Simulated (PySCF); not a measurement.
P (phosphorus, neutral) across methods

[Ne] 3s2 3p3, high-spin 4S determinant. Computed with PySCF 2.14 in dyall-acv3z, with no relativity, point nucleus.

```csv
method,E (hartree),mean ε 3s α (eV),mean ε 3s β (eV),mean ε 3p α (eV),Σ⟨r²⟩ (bohr²),⟨S²⟩
M06-2X,-341.2536,-18.231,-14.414,-8.367,30.13,3.752
UHF,-340.71896,-22.757,-15.136,-10.670,30.28,3.751
MN15,-341.2635,-16.884,-13.647,-7.928,30.30,3.750
TPSS,-341.2956,-15.120,-11.905,-6.427,30.10,3.751
PBE0,-341.1457,-16.905,-13.144,-7.536,30.12,3.750
PBE,-341.1153,-14.732,-12.012,-6.297,30.34,3.750
LDA,-340.0055,-14.704,-12.252,-6.297,30.43,3.751
```

(1) Estimate the same row for r2SCAN.

Results:

(1) E (hartree) = -341.2497; mean ε 3s α (eV) = -15.621; mean ε 3s β (eV) = -11.963; mean ε 3p α (eV) = -6.697; Σ⟨r²⟩ (bohr²) = 30.00; ⟨S²⟩ = 3.750.
